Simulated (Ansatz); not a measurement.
Species: H$_{5}$AlN$_{2}$, SMILES `[AlH]([NH2])[NH2]` (H–N–Al–N torsion 0°, N–Al–N–H torsion 0°) (charge 0, multiplicity 1), formula H5AlN2.

Q: How many basis functions does frozen-core CCSD(T)/cc-pVTZ // r2SCAN-D4/def2-TZVP in Ansatz (an electronic-structure program) use, how many core orbitals are frozen, and how many electrons are correlated?

A: 164 basis functions and 7 frozen orbitals, which leaves 18 correlated electrons. Core time is of the order of seconds.
